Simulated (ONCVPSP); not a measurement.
## An all-electron radial function and its pseudo partner (iron (Fe))

Columns: radius, all-electron u(r) and pseudo u(r) of the 3d shell (level -15.96 eV) of iron in the configuration [Ne] 3s2 3p6 3d6 4s1; PBE, scalar-relativistic, ONCV scheme, ONCVPSP 4.0.1.

```tsv
r (bohr)	all-electron	pseudo
0.090	0.0551	0.0037
0.180	0.2349	0.0286
0.270	0.4524	0.0904
0.360	0.6427	0.1960
0.450	0.7830	0.3415
0.540	0.8726	0.5127
0.630	0.9180	0.6890
0.720	0.9295	0.8477
0.810	0.9169	0.9693
0.900	0.8886	1.0415
0.990	0.8506	1.0605
1.080	0.8072	1.0316
1.170	0.7612	0.9663
1.260	0.7147	0.8789
1.350	0.6688	0.7841
1.440	0.6244	0.6936
1.530	0.5818	0.6154
1.620	0.5415	0.5528
1.710	0.5033	0.5050
1.800	0.4676	0.4676
1.890	0.4340	0.4340
1.980	0.4027	0.4027
2.070	0.3734	0.3734
2.160	0.3461	0.3461
2.250	0.3207	0.3207
2.340	0.2971	0.2971
```

Task: How many radial nodes do the two functions have?

Result: The all-electron 3d function has n − l − 1 = 0; the pseudo-wave has 0.

Task: At about which radius was the pseudo-wave matched?

Result: 1.80 bohr, where the columns begin to agree (steps of 0.09 bohr).

Task: Is the pseudo-wave norm-conserving?

Result: Yes: the ONCV scheme keeps the norm inside the radius equal to the all-electron one, which fixes the energy derivative of the logarithmic derivative at the level.
